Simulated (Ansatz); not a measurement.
Cost and result up the ladder for the cluster Fe3S4 (7 atoms). Charge 0, multiplicity 1. Geometry: r2SCAN-D4/def2-SVP.

```xyz
7

Fe   -0.222    0.886   -0.489
Fe   -0.533   -0.854    1.159
Fe    1.325   -0.592   -0.114
S     0.858    0.807    1.399
S     0.212    2.417   -1.654
S     0.312   -2.411   -0.007
S    -1.951   -0.254   -0.294
```

Ansatz on 4 threads of Arm Neoverse V2 on a shared host. Times are rough, and most runs start from the orbitals of an earlier one. ωB97M-V/def2-TZVP serves as the yardstick here, not as an exact answer. Differences are given only for rows in sets of like size (and for xTB, whose basis is part of the method), since another set adds its own error. Binding counts from free atoms at the same level (Fe quintet, S triplet; other spins of the atoms weren't run), without zero-point energy or a counterpoise term.

No other spin state of charge 0 was run. Another isomer (singlet) lies 0.83 eV lower at PBE0-D4/def2-TZVP; other spin states weren't run for this one.

| level | functions | wall time | binding energy per atom (eV) | difference from ωB97M-V/def2-TZVP (eV) | remarks |
| --- | --- | --- | --- | --- | --- |
| PBE-D4/def2-SVP | 165 | 5.5 s | 3.42 | – | restricted, untested |
| PBE-D4/def2-TZVP (with forces) | 283 | 10 s | 3.34 | 1.44 | restricted, untested |
| PBE0-D4/def2-SVP | 165 | 13 s | 2.01 | – | – |
| r2SCAN-D4/def2-TZVP | 283 | 23 s | 2.85 | 0.95 | restricted, untested |
| PBE0-D4/def2-TZVP | 283 | 2 min | 2.08 | 0.18 | – |
| ωB97X-V/def2-TZVP | 283 | 2.3 min | 2.01 | 0.10 | – |
| ωB97M-V/def2-TZVP | 283 | 3.2 min | 1.90 | 0.00 | – |
| HF/def2-TZVP | 283 | 3.7 min | -1.50 | -3.40 | – |
